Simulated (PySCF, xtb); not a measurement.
SbCl₅, SMILES [Cl][Sb]([Cl])([Cl])([Cl])[Cl].

GFN2-xTB run with xtb at its own geometry gives an orbital gap of 3.30 eV and a dipole moment of 0.00 D.

Geometry: PBE0-D3(BJ)/def2-SVP. The isomer is the one that the SMILES or the coordinates give; other isomers of the formula were not compared. The def2 effective core potentials stand for the cores of Sb; spin–orbit coupling is left out.

Problem. What does PySCF with B3LYP/def2-TZVP give? (An estimate is asked for; the answer gives what the named calculation found.)

Solution. gap 3.96 eV (levels -8.96 and -4.99 eV), dipole 0.00 D.
